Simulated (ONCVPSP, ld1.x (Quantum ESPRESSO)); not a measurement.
# Potentials for lithium (Li) compared

Generated with ld1.x 7.5 (TM, RRKJ, ultrasoft, PAW), atompaw 4.2 or ONCVPSP 4.0.1. The cutoff is in Ry: for ld1.x and atompaw files where the sum of valence levels is converged to 10 mRy in a Bessel basis, for ONCV files where the hardest occupied wave has 1 mHa per electron of residual kinetic energy. The error is the largest all-electron minus pseudo excitation energy over each file’s own four to seven test configurations (ionisations up to +4, promotions, holes and added fractions of an electron), all of which were solved. The labels leave out finer settings (local radius, basis sizes, second energies), which also bear on the numbers. Spin-polarised tests are not counted. The rows are a selection from randomly drawn settings: files with unsolved tests, undetermined cutoffs or missed reference levels are left out.

| potential | cutoff (Ry) | largest error (meV) | bound ghosts |
| --- | --- | --- | --- |
| TM, BP86, scalar-relativistic, rc 3.30/3.90/3.35 (spd), local p, core correction no, reference 2s0.5 2p0 | 6 | +4.8 | none |
| ONCV, PBE, scalar-relativistic, rc 1.25/4.00/3.25 (spd), local smoothed, core correction no, reference 1s2 2s0.5 2p0.5, qcut 8.5/2.4/2.8, projectors 2/1/2 | 58 | +1415 | none |
| ONCV, PBE, scalar-relativistic, rc 1.30/4.00/3.30 (spd), local smoothed, core correction no, reference 1s2 2s0.75 2p0.25, qcut 12.1/1.8/3.1, projectors 2/2/2 | 82 | -11 | none |
| ONCV, LDA (Perdew-Wang 92), scalar-relativistic, rc 1.10/0.95 (sp), local smoothed, core correction no, reference 1s2 2s0.5, qcut 9.4/8.4, projectors 2/2 | 73 | +865 | none |
| ONCV, BLYP, scalar-relativistic, rc 0.95/0.90/0.85 (spd), local smoothed, core correction no, reference 1s2 2s1, qcut 15.1/8.9/12.8, projectors 2/2/2 | 131 | +354 | none |

Q: Fill in the row for Li: ONCV, PBE, scalar-relativistic, rc 1.00/1.10 (sp), local smoothed, core correction no, reference 1s2 2s1, qcut 10.2/8.8, projectors 2/2.

A: cutoff 86 Ry, largest error +688 meV, bound ghosts: none.
